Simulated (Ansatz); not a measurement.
Isomers of BClH4SeSi, relaxed with PBE0-D4/def2-TZVP in Ansatz; electronic energies, one conformer each and not always the lowest. Functionals use def2-TZVPP; CBS adds triple-zeta CCSD(T) − MP2 to the MP2 limit of def2-TZVPP and def2-QZVPP.

Outer-core shells of Se are correlated without core-valence functions. Scalar relativity is left out up to krypton. Spin–orbit coupling is left out.

Order them by energy at frozen-core CCSD(T)/CBS, lowest first. (Estimate.)
A. `B[Se][SiH2]Cl`
B. `[SiH3]B(Cl)[SeH]`
C. `[SiH3][Se]BCl`

A (0.0 kJ/mol), C (13.0 kJ/mol), B (81.3 kJ/mol).

How do r2SCAN-D4, B3LYP-D4, B3LYP, PBE0-D4 place them (kJ/mol, against `B[Se][SiH2]Cl`)? (An estimate is asked.)

Computed: 
```json
{"isomer": "`[SiH3][Se]BCl`", "r2SCAN-D4": "8.8", "B3LYP-D4": "11.0", "B3LYP": "9.7", "PBE0-D4": "8.7"}
{"isomer": "`[SiH3]B(Cl)[SeH]`", "r2SCAN-D4": "74.0", "B3LYP-D4": "75.9", "B3LYP": "76.2", "PBE0-D4": "72.3"}
```

B3LYP here is the variant with VWN-RPA as its local correlation; programs differ in this.
